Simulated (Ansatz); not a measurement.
Consider the hydrogen abstraction from the Si–H bond: `C[SiH](F)F` + `[OH]`• → `C[Si](F)F`• + H₂O.

Isolated molecules relaxed with PBE0-D4/def2-TZVP in Ansatz; ΔE leaves out vibrations. CCSD(T)/CBS adds triple-zeta CCSD(T) − MP2 to the extrapolated MP2 energy (def2 sets, frozen cores). This one scheme is used for every species. Functionals use def2-TZVPP. B3LYP here is the variant with VWN-RPA as its local correlation; programs differ in this. HSE06 is defined as in plane-wave codes. No spin–orbit coupling; open shells (•) take unrestricted orbitals.

Task: Is it downhill or uphill in electronic energy at CCSD(T)/CBS, and by how much? (Estimate.)

Result: The calculation gave: Downhill: ΔE = -98.9 kJ/mol.

Task: What do these levels give: r2SCAN-D4, B97M-V, PBE0-D4, B3LYP-D4, HSE06-D4, BHLYP-D4, CAM-B3LYP-D4, ωB97X-V, PBE, SCS-MP2/def2-QZVPP, HF/CBS(def2), CCSD/CBS(def2)? (Best estimate.)

Result: Ansatz gave: r2SCAN-D4 -100.3, B97M-V -84.0, PBE0-D4 -101.3, B3LYP-D4 -93.8, HSE06-D4 -101.9, BHLYP-D4 -67.4, CAM-B3LYP-D4 -93.1, ωB97X-V -87.0, PBE -122.5, SCS-MP2/def2-QZVPP -102.2, HF/CBS(def2) -22.7, CCSD/CBS(def2) -91.7 kJ/mol.

Largest T1 diagnostic among the species: 0.013.

In def2-TZVPP, CCSD(T) changes the Hartree–Fock value by −68.5 kJ/mol (the triples alone add −7.2 kJ/mol) and MP2 by −94.8 kJ/mol. Leaving LDA and LC-ωPBE aside and taking each functional with its dispersion term where it has one, the values, not all of them listed here, spread over 54.2 kJ/mol, from PBE-D4 to BHLYP-D4. LDA lies −34.1 kJ/mol from PBE without D4.
